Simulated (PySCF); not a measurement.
Molecule: `InChI=1S/C6H3F3S/c7-5(6(8)9)4-2-1-3-10-4/h1-3H`.

Bonds (- single, = double, # triple, : aromatic): F1-C2, C2-F3, C2=C4, C4-F5, C4-C6, C6:C7, C7:C8, C8:C9, C9:S10, S10:C6. C7 carries H11; C8 carries H12; C9 carries H13.

Frames of a GFN2-xTB Langevin trajectory at 400 K; GIAO PBE0/pcSseg-1 shieldings in PySCF 2.14, gas phase, non-relativistic; equivalent atoms averaged within each frame.

Chemical shifts δ = σref − σ; ¹⁹F (170.95 ppm) against CFCl3; TMS for ¹³C (186.93 ppm); ³³S (503.73 ppm) against CS2, all at this level. The references are static minima.

Q: How do the shifts (ppm) fluctuate along the trajectory?

A: 
```tsv
time (fs)	F1	F3	F5	C2	C6	C7	C9	C4	C8	S10
250	-102.0	-117.6	-192.1	172.8	144.3	132.3	132.2	130.4	127.0	258
425	-93.6	-118.2	-168.9	162.4	144.3	138.0	145.2	132.5	140.8	253
625	-80.3	-95.0	-166.0	180.8	133.3	128.0	132.3	147.3	135.2	205
800	-100.6	-114.7	-166.4	165.2	152.8	142.0	143.7	148.3	130.7	271
1000	-98.4	-107.0	-171.7	170.7	148.5	139.6	146.8	134.1	138.1	273
mean of frames	-95.0	-110.5	-173.0	170.4	144.6	136.0	140.0	138.5	134.4	252
standard deviation	8.8	9.7	10.9	7.2	7.3	5.7	7.2	8.6	5.6	28
```

5 frames give an uncertainty of the mean of about the standard deviation over 2.2 at best, since frames this close in time may not be independent; classical motion lacks zero-point vibration, and the reference would need the same averaging.
